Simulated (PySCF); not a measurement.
# How methods differ on the electron affinity of Ga

Ga⁻ [Ar] 3d10 4s2 4p2 (3P) → Ga [Ar] 3d10 4s2 4p1 (2P), as a difference of total energies. Calculation: PySCF 2.14, in dyall-av2z (16s12p8d, 92 functions); the non-relativistic Hamiltonian (point nucleus). Correlated levels: valence: [Ar] 3d10 frozen; virtual orbitals above 40 to 60 times the deepest correlated orbital energy dropped. The calculations carry no spin-orbit coupling.

```tsv
method	electron affinity (eV)	plus first-order spin-orbit estimate	difference from reference of that sum (eV)
UHF	-0.026	-0.049	-0.350
MP2 (valence)	0.245	0.223	-0.078
SCS-MP2 (valence)	0.150	0.128	-0.173
CCSD (valence)	0.270	0.248	-0.053
CCSD(T) (valence)	0.299	0.277	-0.024
```

Reference: 0.301 eV (measured; photodetachment measurements, as compiled on the Wikipedia data page of electron affinities).

A first-order spin-orbit estimate (lowest level to lowest level, LS coupling) adds -0.022 eV.

These non-relativistic numbers lack the scalar-relativistic shift.

Errors of the correlated levels include the incompleteness of this basis and the frozen core.

A negative affinity means that the anion lies above the atom at that level of theory.
